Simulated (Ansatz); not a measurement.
Born–Oppenheimer molecular dynamics of AlF₂H₂N (6 atoms, charge 0, multiplicity 1). It goes on from the last frame of an earlier run, with new velocities.

Computed with RHF/6-31G* in Ansatz.

```json
{
  "ensemble": "NVT, Langevin thermostat",
  "time step": "0.5 fs",
  "steps asked": "100",
  "set temperature": "100 K",
  "friction": "0.02 /fs",
  "seed": "935378"
}
```

First frame:

```xyz
6
Properties=species:S:1:pos:R:3
Al 0.010 -0.017 0.089
N -0.009 0.007 1.846
H -0.862 -0.035 2.366
H 0.820 0.070 2.406
F 1.369 0.116 -0.797
F -1.373 -0.099 -0.787
```

(1) How far do the bonds stretch over the last three quarters of this one trajectory? (Pairs bonded in most of those frames.)

Answers

(1) 
```
  bond  mean (Å)  spread (Å)  shortest  longest
Al1–N2     1.750       0.028      1.71     1.79
Al1–F5     1.621       0.013      1.60     1.66
Al1–F6     1.627       0.005      1.62     1.63
 N2–H3     0.998       0.015      0.98     1.02
 N2–H4     0.999       0.008      0.98     1.02
```

Mean temperature of the second half: 87 K. The mean temperature of the second half is 13 % below the set value. A run of 0.05 ps of so small a system gives no equilibrium averages.

Run time: 58 s on 1 thread of Arm Neoverse V2, with other jobs on the host, peak memory 0.1 GiB.
